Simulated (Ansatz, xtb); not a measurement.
**Relaxing a trial structure of FGaGeH2S**

The starting geometry of this gas-phase triplet was built from a drawn formula by distance geometry; its bonds are those of `[F][GaH][SH]=[Ge]`.

```yaml
atoms:
  - { symbol: F, position_ang: [-1.8505, 2.2586, -1.9572] }
  - { symbol: Ga, position_ang: [-0.5307, 2.2169, -0.9713] }
  - { symbol: Ge, position_ang: [0.4924, 3.2630, 2.7466] }
  - { symbol: S, position_ang: [-0.5678, 2.8508, 1.1481] }
  - { symbol: H, position_ang: [0.8728, 1.6540, -1.1428] }
  - { symbol: H, position_ang: [-1.8578, 2.4601, 1.5349] }
```

Predict what becomes of its bonds when it is optimised with r2SCAN-D4/def2-SVP.

A new bond forms, giving a structure given below by its coordinates. Distances that change by over a tenth: Ge3–S4 (1.96 → 2.48 Å). Contacts that close: Ga2–Ge3 (4.00 → 2.61 Å).

The energy falls by 2.74 eV over 20 steps:

| step | E − E(last) (eV) |
| --- | --- |
| 1 | 2.742 |
| 3 | 1.084 |
| 5 | 0.925 |
| 7 | 0.811 |
| 9 | 0.622 |
| 12 | 0.128 |
| 14 | 0.023 |
| 16 | 0.003 |
| 18 | 0.000 |
| 20 | 0.000 |

Final geometry (Å):

```yaml
atoms:
  - { symbol: F, position_ang: [-1.5489, 1.1739, -0.8957] }
  - { symbol: Ga, position_ang: [-0.1182, 2.0997, -0.4481] }
  - { symbol: Ge, position_ang: [0.3481, 1.9889, 2.1136] }
  - { symbol: S, position_ang: [-0.9429, 3.8013, 1.0124] }
  - { symbol: H, position_ang: [0.9965, 2.4048, -1.4777] }
  - { symbol: H, position_ang: [-2.1762, 3.2348, 1.0539] }
```

From the same start GFN2-xTB ends elsewhere, differing in Ga2–Ge3 (4.84 against 2.61 Å here), Ga2–S4 (2.88 against 2.39 Å here).

No frequencies were run, so the end isn't proven a minimum. Open shells are spin-unrestricted. The triplet needn't be the ground state. Run with Ansatz 0.2.0, 3.4 min on 2 threads of AMD EPYC 7R43 64-Core Processor (Zen 3) (shared host).
